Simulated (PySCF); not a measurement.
Species: C3H5Cl3OSi.
Atom-mapped SMILES: `[CH2:1]=[C:2]([O:3][SiH3:4])[C:5]([Cl:6])([Cl:7])[Cl:8]` (hydrogens: H9, H10 on C1; H11, H12, H13 on Si4)

Level: CAM-B3LYP/def2-SVPD in PySCF, non-relativistic, on one gas-phase PBE0-D3(BJ)/def2-SVP geometry that isn't relaxed in the solvent. The solvent is an IEF-PCM continuum (Bondi radii, 1.10 Å for H, scaled by 1.2), and excitations are vertical TDDFT with non-equilibrium linear response and a frozen core. The model holds no explicit solvent molecules, cavitation or dispersion.

Gas-phase singlets (H = HOMO, L = LUMO):

```csv
state,E (eV),λ (nm),f,leading configurations
S1,6.211,200,0.193,H→L 96%
S2,6.309,197,0.001,H→L+1 82%
S3,6.491,191,0.000,"H-1→L+1 70%, H→L+2 9%"
S4,6.586,188,0.001,H→L+2 78%
S5,6.737,184,0.013,"H-1→L 56%, H-2→L+1 27%"
```

**Question.** Give the list for acetonitrile (ε = 35.69), n² = 1.81.

**Answer.** 
```
state  E (eV)  λ (nm)      f              leading configurations  change by rank (eV)
   S1   6.052     205  0.241                             H→L 97%               -0.159
   S2   6.140     202  0.002                           H→L+1 91%               -0.169
   S3   6.526     190  0.000              H→L+2 54%, H-1→L+1 34%               +0.035
   S4   6.594     188  0.001              H-1→L+1 48%, H→L+2 38%               +0.008
   S5   6.829     182  0.022  H-2→L+1 41%, H-1→L 32%, H-4→L+1 8%               +0.092
```

**Question.** The ground-state energy changes by -0.127 eV from gas to acetonitrile. By how much does the total energy of gas-phase S1 change?

**Answer.** E(S1) = E(S0) + excitation energy, so it changes by -0.127 − 0.159 = -0.286 eV: it is lowered more than the ground state, which is what a red shift means. This is the vertical state, with the slow part of the continuum still set for S0.

**Question.** How do the frontier levels move from gas to acetonitrile?

**Answer.** 
| orbital | gas (eV) | solvent (eV) | change (eV) |
| --- | --- | --- | --- |
| LUMO+2 | 0.69 | 0.84 | +0.15 |
| LUMO+1 | 0.31 | 0.22 | -0.09 |
| LUMO | 0.12 | 0.13 | +0.01 |
| HOMO | -8.93 | -8.83 | +0.10 |
| HOMO-1 | -10.10 | -10.28 | -0.18 |
| HOMO-2 | -10.43 | -10.54 | -0.11 |
| HOMO-3 | -10.47 | -10.61 | -0.14 |

The HOMO–LUMO gap goes from 9.05 to 8.96 eV. Rows go by rank; for LUMO+2 the atom shares or the degeneracy differ between the runs, so the row needn't follow one orbital.

The values belong to the conformer `[CH2:1]=[C:2]([O:3][SiH3:4])[C:5]([Cl:6])([Cl:7])[Cl:8]`: C1–C2–O3–Si4 3°, C1–C2–C5–Cl6 1°.
